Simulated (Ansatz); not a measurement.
[Sm(NH3)6]3+ (SmN6H18³⁺), relaxed as a sextet with UKS PBE-D4/def2-SVP in Ansatz, starting from the GFN2-xTB geometry. Force threshold 0.03 eV/Å.

In the def2 sets Sm takes a core potential; there is no spin–orbit coupling. With an open 4f shell the SCF may have ended on a state above the lowest. The charge 3 sextet is spin-contaminated (final ⟨S²⟩ up to 8.87, 8.75 for a pure state).

Start:

Cartesian coordinates in Å:
```
Sm 0.003 -0.004 -0.002
N -0.354 -0.905 -2.420
H -1.078 -1.631 -2.509
H 0.475 -1.337 -2.851
H -0.639 -0.192 -3.105
N 0.361 0.923 2.413
H 1.121 1.611 2.501
H 0.596 0.211 3.117
H -0.451 1.406 2.821
N -0.903 -2.255 0.954
H -1.915 -2.268 1.144
H -0.485 -2.541 1.850
H -0.761 -3.075 0.348
N 0.897 2.258 -0.939
H 0.625 3.090 -0.398
H 0.598 2.484 -1.897
H 1.923 2.326 -0.985
N -2.422 0.953 -0.025
H -3.027 0.556 -0.757
H -2.487 1.968 -0.181
H -2.962 0.808 0.839
N 2.421 -0.976 0.015
H 3.012 -0.624 0.781
H 2.979 -0.786 -0.828
H 2.476 -1.999 0.116
```

```
step  energy (eV)  largest force component (eV/Å)  SCF passes
   1  -27099.9121                           0.513         127
   2  -27099.9142                           0.207          66
   3  -27099.9376                           0.197          77
   4  -27099.9566                           0.061          69
   5  -27099.9611                           0.034          70
   6  -27099.9643                           0.106          66
   7  -27099.9656                           0.135          60
   8  -27099.9680                           0.038          64
   9  -27099.9682                           0.022          57
```

Force components are those of the run's own axes.

End:

```xyz
25

Sm    0.001    0.001    0.001
N    -0.492   -0.826   -2.417
H    -1.229   -1.551   -2.499
H     0.324   -1.262   -2.888
H    -0.797   -0.100   -3.091
N     0.497    0.846    2.411
H     1.268    1.535    2.493
H     0.755    0.118    3.103
H    -0.303    1.330    2.862
N    -0.875   -2.219    0.942
H    -1.897   -2.240    1.119
H    -0.459   -2.497    1.851
H    -0.710   -3.041    0.331
N     0.877    2.226   -0.926
H     0.607    3.059   -0.370
H     0.557    2.452   -1.886
H     1.911    2.292   -0.987
N    -2.435    0.902   -0.171
H    -3.047    0.434   -0.865
H    -2.508    1.905   -0.427
H    -2.982    0.842    0.709
N     2.427   -0.928    0.161
H     3.010   -0.557    0.933
H     3.012   -0.763   -0.681
H     2.487   -1.956    0.291
```

By distances, no bond broke or formed. The bond that changes most is Sm1–N10, from 2.61 to 2.56 Å (atoms count from 1).

No frequencies were taken in this run, so the end may be a saddle point.

Hardware: 4 threads of Intel Xeon on a shared host. Wall time 4.4 min, peak host memory 1.3 GiB.
